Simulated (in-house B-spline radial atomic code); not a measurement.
Computed with a B-spline radial atomic code. Model: two electrons, singlet ground state, non-relativistic, full CI in B-splines with partial waves to l = 8 (at full coupling up to 3e-4 hartree above the limit, correlation up to 0.6 % small), density held at that of full coupling by Lieb maximisation.

W(λ) is the mean repulsion in the state of coupling λ less the Hartree energy of the fixed density. Its start is exact exchange, its initial slope is twice the second-order Görling-Levy correlation energy, and its area from 0 to 1 is E_xc. A straight curve means weak, dynamic correlation, and a curve that drops fast and flattens means strong correlation.

Command:
```bash
python run_ac.py task.json out
```
Settings (lengths in bohr, energies in hartree):
```
potential              coulomb
strength               3.5
lmax                   8
```

Cost of the run: 6.1 s on 1 thread of Intel(R) Xeon(R) Processor @ 2.30GHz (shared host).

**W = mean repulsion less Hartree energy, and W of three functionals.**

Given: confinement point charge; nuclear charge 3.5; external potential -Z/r.

Computed: LDA exchange minus exact 275.49 millihartree; PBE exchange minus exact 32.262 millihartree.

```tsv
coupling	W xc (hartree)	W xc minus exchange (millihartree)	kinetic minus Kohn-Sham (millihartree)	LDA (PW92) W minus its exchange (millihartree)	PBE W minus its exchange (millihartree)	SCAN W minus its exchange (millihartree)
0	-1.9639	0	0	0	0	0
0.02	-1.9657	-1.883	0	-13.44	-1.84	-1.84
0.05	-1.9685	-4.69	0.1	-28.08	-4.63	-4.55
0.12	?	?	?	?	?	?
0.25	-1.9868	-22.915	2.8	-94.22	-23.3	-21.81
0.4	-1.9999	-36.049	7.1	-130.73	-37.07	-34.05
0.6	-2.0167	-52.888	15.5	-171.41	-54.94	-49.58
0.8	?	?	?	?	?	?
1	-2.0483	-84.436	40.7	-237	-88.74	-78.4
1.4	-2.0773	-113.42	75.4	-289.92	-119.97	-104.7
2	-2.1166	-152.72	141.9	-354.87	-162.45	-140.28
3	-2.1728	-208.96	281.7	-439.44	-223.54	-191.42
4.5	-2.2405	-276.69	533.5	-533.96	-297.97	-253.97
7	-2.3234	-359.52	1003.5	-644.89	-391.53	-332.82
10	-2.3922	-428.37	1582.4	-737.1	-473.03	-401
```

Task: What belongs in the row 0.12?

Result: W xc (hartree): -1.975; W xc minus exchange (millihartree): -11.165; kinetic minus Kohn-Sham (millihartree): 0.7; LDA (PW92) W minus its exchange (millihartree): -55.08; PBE W minus its exchange (millihartree): -11.17; SCAN W minus its exchange (millihartree): -10.74.

Task: What belongs in the row 0.8?

Result: W xc (hartree): -2.0329; W xc minus exchange (millihartree): -69.002; kinetic minus Kohn-Sham (millihartree): 26.8; LDA (PW92) W minus its exchange (millihartree): -206.24; PBE W minus its exchange (millihartree): -72.17; SCAN W minus its exchange (millihartree): -64.34.

Task: What is the SCAN exchange minus exact?

Result: -4.4705 millihartree.

**Energy parts, natural occupations and partial-wave weights.**

Computed: total energy -10.2176 hartree; exchange energy -1.9639 hartree; correlation energy -0.043782 hartree; initial slope twice GL2 -0.094367 hartree; Hartree energy 3.9277 hartree; Kohn-Sham kinetic 10.177 hartree; Lieb Oxford ratio E_xc over LDA exchange 1.1891.

```
natural  occupation of the shell (electrons)
      s                               1.9953
      p                                    ?
      s                            0.0018858
      d                           0.00012525
      p                           9.0646e-05
      s                           3.9326e-05
```

Task: What belongs in the row p?

Result: occupation of the shell (electrons): 0.002526.

| wave | weight |
| --- | --- |
| s | 0.9986 |
| p | 0.0013129 |
| d | 7.0286e-05 |
| f | ? |
| g | 2.3684e-06 |

Task: What belongs in the row f?

Result: weight: 1.0087e-05.

Task: What is the kinetic part over minus potential part?

Result: 0.48148.

Task: What is the kinetic part of the DFT correlation energy?

Result: 0.040654 hartree.

Half-way to full coupling W has made 53 % of its drop, against 50 % for a straight line, and second-order (GL2) theory, half the initial slope, overshoots the correlation energy by about 8 %: correlation is weak here. Over couplings 0 to 1 the errors in E_xc come to about +177 millihartree for LDA, +31 millihartree for PBE, -1.7 millihartree for SCAN, so SCAN is nearest. In LDA and PBE and SCAN the errors of exchange and correlation have opposite signs, so the sum is smaller than the larger of the two.
